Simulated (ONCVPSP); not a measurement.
# S (Z = 16): one change to an ONCV potential, before and after

ONCVPSP 4.0.1 input, shortened (lines: element, Z, core and valence counts, functional; n l f; lmax; l rc ep ncon nbas qcut; lloc lpopt rc5 dvloc0; l nproj debl; icmod fcfact rcfact), LDA (Perdew-Wang 92), scalar-relativistic:

```
  S 16.00    3    2  -001012      upf
    1    0    2.00
    2    0    2.00
    2    1    6.00
    3    0    2.00
    3    1    4.00
    2
    0    1.50    0.00    5    8    5.60
    1    1.35    0.00    3    8    5.10
    2    1.25    0.29    4    7    6.80
    4    5    1.10    1.00
    0    2    3.70
    1    2    0.80
    2    1    1.60
    3    3.00    1.80
```

All-electron outer shells of the reference configuration (LDA (PZ), scalar-relativistic, ld1.x):

| shell | level (eV) | outermost node (bohr) | outermost maximum (bohr) |
| --- | --- | --- | --- |
| 2s | -210.79 | 0.13 | 0.39 |
| 2p | -156.52 | – | 0.33 |
| 3s | -17.28 | 0.60 | 1.40 |
| 3p | -7.11 | 0.58 | 1.59 |

Change: functional PBE.

Cutoffs: the cutoffs (Ha) at which the residual kinetic energy of the hardest occupied pseudo-wave falls to 1 and 0.1 mHa per electron; they do not see the model core or the augmentation charge, which bear on the density cutoff. Errors are all-electron minus pseudo energies relative to the spin-unpolarised reference configuration.

Problem. Predict the effect on cutoff, ghosts and configuration errors.

Solution. The potential gets neither clearly harder nor softer (13 Ha and 18 Ha → 13 Ha and 17 Ha); of the 4 tests that both files solve, the error grows in 0 and shrinks in 3 by more than 15 % and 0.3 meV (median size 10.0 → 4.8 meV); neither file shows a bound ghost.

| quantity | base | changed |
| --- | --- | --- |
| cutoff, loose | 13 Ha | 13 Ha |
| cutoff, tight | 18 Ha | 17 Ha |
| loose cutoff by channel | s 13 Ha, p 6.0 Ha | s 13 Ha, p 6.0 Ha |
| bound ghosts | none | none |
| GHOST(+) flags under 300 eV | s at 206.0 eV | s at 226.6 eV |
| error for 3s2 3p3, meV [ΔE 11.86 → 11.77 eV] | -3.0 | -0.7 |
| error for 3s2 3p2, meV [ΔE 34.23 → 34.05 eV] | -17 | -8.8 |
| error for 3s2 3p1, meV [ΔE 68.38 → 68.09 eV] | -55 | -50 |
| error for 3s2 3p3.5, meV [ΔE 4.71 → 4.66 eV] | -0.7 | -0.2 |
| s: phases at 1.52 bohr within 0.05 rad from the reference energy up to (Ha; the scan ends near 5) | to the end of the scan | to the end of the scan |
| p: phases at 1.37 bohr within 0.05 rad from the reference energy up to (Ha; the scan ends near 5) | to the end of the scan | to the end of the scan |
| d: phases at 1.27 bohr within 0.05 rad from the reference energy up to (Ha; the scan ends near 5) | to the end of the scan | to the end of the scan |
| rms error of d²Exc/dni dnj with the model core, mHa | 1.80 | 3.11 |
